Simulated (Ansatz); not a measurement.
Input for Ansatz (a first-principles code): U-r2SCAN/def2-TZVPP on H2O2Pb (SMILES [OH][Pb][OH]), a point of a bond scan (R = 1.305 Å). Elements past Kr take the def2 small-core potentials; no spin–orbit coupling.

Ansatz 0.2 input:
```yaml
crystal:
  periodic: [false, false, false]
  atoms:
    - {symbol: Pb, position_ang: [0.05784747, -0.14199193, 0.22381656]}
    - {symbol: O, position_ang: [1.14579287, 1.30947280, -0.81344033]}
    - {symbol: H, position_ang: [0.47091072, 1.72794785, -1.84871391]}
    - {symbol: O, position_ang: [-1.53296568, 0.01324847, -1.15853494]}
    - {symbol: H, position_ang: [-2.29199006, -0.55788612, -0.99684579]}
basis:
  gaussian:
    orbitals: def2-TZVPP
hamiltonian:
  xc: {name: r2SCAN}
magnetization: {spin_polarized: true, initial_magnetization: 0}
```

The head of its log:

```
WARN ansatz: RAYON_NUM_THREADS=1 ignored (pool sized by the plan → 1); use --threads N
Functional definition: r2SCAN
integrals: 0.05 GiB planned
802 factors; their error is unknown
mean field: 0.52 GiB planned
mean field evaluation 1: about -9361.8987 eV, gradient 6.5e1 eV
mean field evaluation 2: about -9193.3509 eV, gradient 1.7e2 eV
```

What total energy does the run end on?

-344.6065 hartree.
